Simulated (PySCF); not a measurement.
# C2H4Si, SMILES `C=C=[SiH2]` (charge 0, multiplicity 1)

These are PBE-D3(BJ)/def2-TZVP // B3LYP-D3(BJ)/def2-TZVP (PySCF) values and carry that method's errors.

The HOMO is -5.33 eV, the dipole moment comes out as 0.01 D and the HOMO–LUMO gap is 3.43 eV. The LUMO comes out as -1.89 eV and the total energy is -367.7924 Ha. The cost is very roughly 18 core-seconds.

Bond lengths (Å): C1–C2 1.305, C1–H4 1.089, C1–H5 1.089, C2–Si3 1.684, Si3–H6 1.469, Si3–H7 1.469. Angles (°): C2–C1–H4 122.1, C2–C1–H5 122.1, H4–C1–H5 115.7, C1–C2–Si3 180.0, C2–Si3–H6 121.3, C2–Si3–H7 121.3, H6–Si3–H7 117.4.
Charge 0, spin multiplicity 1.
